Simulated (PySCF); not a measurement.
**Computed properties of Ga(Cl)3(NH3) (Cl₃GaH₃N), SMILES [NH3]->[Ga]([Cl])([Cl])[Cl]**

Ga(Cl)3(NH3) (Cl3GaH3N), SMILES [NH3]->[Ga]([Cl])([Cl])[Cl] (connectivity only; charge and spin as stated), neutral, multiplicity 1. Geometry optimised at PBE0-D3(BJ)/def2-SVP. The isomer is the one that the SMILES or the coordinates give; other isomers of the formula were not compared. One conformer was computed; it need not be the lowest. All values are computed for the isolated molecule unless a solvent is named; none is compared with measurement here.

**Structure.** The optimised structure has C3v symmetry. All 18 harmonic modes at PBE0-D3(BJ)/def2-SVP (PySCF) are real, so it is a minimum.

**Vibrations.** The strongest infrared lines (harmonic, unscaled, degenerate partners summed) lie at 1206 cm⁻¹ (230 km/mol, H 82 %, N 18 %), 3619 cm⁻¹ (145 km/mol, H 92 %, N 8 %), 434 cm⁻¹ (131 km/mol, Cl 60 %, Ga 38 %). The softest mode is at 113 cm⁻¹ and the zero-point energy is 27.0 kcal/mol.

**Electronic structure.** r2SCAN/def2-TZVP (PySCF) places the frontier levels at -7.55 and -1.19 eV, a gap of 6.36 eV, and gives a dipole moment of 6.20 D and a mean polarisability of 71.0 bohr³.

**Excitations.** TDA-PBE0/def2-SVPD (PySCF) has S1 at 6.45 eV (192 nm, f = 0.000, dark); the most intense of the 10 singlets computed lies at 7.03 eV (f = 0.14). Strengths of degenerate partners are summed. T1 (TDA) is at 6.16 eV, 0.29 eV under S1. No vertical singlet excitation falls in the visible range (under 3.1 eV).

**NMR.** GIAO shifts at PBE0/pcSseg-1 (PySCF) (non-relativistic, atoms alike by connectivity averaged): ¹H at 2.7 ppm against TMS. Without spin–orbit terms, shifts of atoms bonded to Cl or Br come out too high.
